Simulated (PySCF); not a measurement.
How ionic is MSn along group 13?

PBE0 in PySCF with def2-SVP on every atom (core potentials on In, Sn, Tl), for the lowest determinant that a PBE0 search found; no spin–orbit coupling. A negative dipole means M(+)Sn(−).

```csv
M,state (unpaired electrons),Re (Å),μ (D)
B,"quartet (σ ↑, π ↑↑)",2.179,1.41
Ga,"quartet (σ ↑, π ↑↑)",2.664,-0.87
In,"quartet (σ ↑, π ↑↑)",2.850,-1.68
Tl,"quartet (σ ↑, π ↑↑)",2.911,-2.20
```

Problem. Give the ionic character |μ|/(e·Re) of each, with 1 e·Å = 4.803 D, and the positive end.

Solution. SnB 13 % (Sn positive), GaSn 7 % (Ga positive), InSn 12 % (In positive), TlSn 16 % (Tl positive). Lone pairs and polarisation enter μ too, so this number is only a rough measure of charge transfer.

These are scalar-relativistic numbers at best; spin–orbit coupling would shift them, the dissociation energy most. States were picked by a PBE0 search and need not be the measured ground states.
